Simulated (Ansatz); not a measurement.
Ga(OH)(SiH3)2 (GaH7OSi2), SMILES [OH][Ga]([SiH3])[SiH3].

Coordinates come from a TPSSh-D3(BJ)/def2-SVP optimisation. One conformer was computed; it need not be the lowest.

Two levels are set side by side: PBE/def2-SVPD (Ansatz, a quantum-chemistry and plane-wave program) and CAM-B3LYP/def2-SVPD (Ansatz). Energy differences of separate SCF runs at the same geometry; the states with an electron removed or added have multiplicity 2 and 2. Differences are taken from unrounded values.

| quantity | PBE |
|---|---|
| vertical ionisation energy (eV) | 8.85 |
| vertical singlet–triplet gap (eV) | 3.46 |

### Question
These are the PBE values. What does CAM-B3LYP give? (Estimate from the structure and the level; the computed values follow.)

### Answer

| quantity | CAM-B3LYP | PBE minus CAM-B3LYP |
|---|---|---|
| vertical ionisation energy (eV) | 9.19 | -0.34 |
| vertical singlet–triplet gap (eV) | 3.84 | -0.38 |
